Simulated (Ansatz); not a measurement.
Worked example: C2HBrF2 + CBrCl2 → C2HF2 + CBr2Cl2

Species: C2HBrF2 `F/C=C(\F)Br`, singlet; CBrCl2 `Cl[C](Cl)Br`, doublet; C2HF2 `F/[C]=C\F`, doublet; CBr2Cl2 (dibromodichloromethane) `ClC(Cl)(Br)Br`, singlet. A radical takes Br: the energy is the difference in strength between two C–Br bonds in different surroundings.

Shapes, held fixed at every level: PBE0-D4/def2-TZVP. Programs: Ansatz 0.2.0. Electronic energies: no zero-point or thermal term.

At B2PLYP/def2-TZVPP; 1 Eh = 2625.50 kJ/mol:

```
species   energy (Eh)
C2HBrF2  -2850.168885
 CBrCl2  -3531.961134
  C2HF2   -276.308404
CBr2Cl2  -6105.772792
```

Work out ΔE of the reaction at this level.


1. Products less reactants: (-276.308404) + (-6105.772792) − [(-2850.168885) + (-3531.961134)] = 0.048823 Eh = +128.2 kJ/mol.

Other levels give +119.2 (HF/def2-TZVPP) to +130.2 kJ/mol (PBE0-D4/def2-TZVPP). No measured value is set beside it here. Spin contamination: C2HF2 (⟨S²⟩ up to 0.94). Open shells run unrestricted. Relativity is left out for Br. Outer-core shells of Br are correlated, in sets that cover them unevenly.
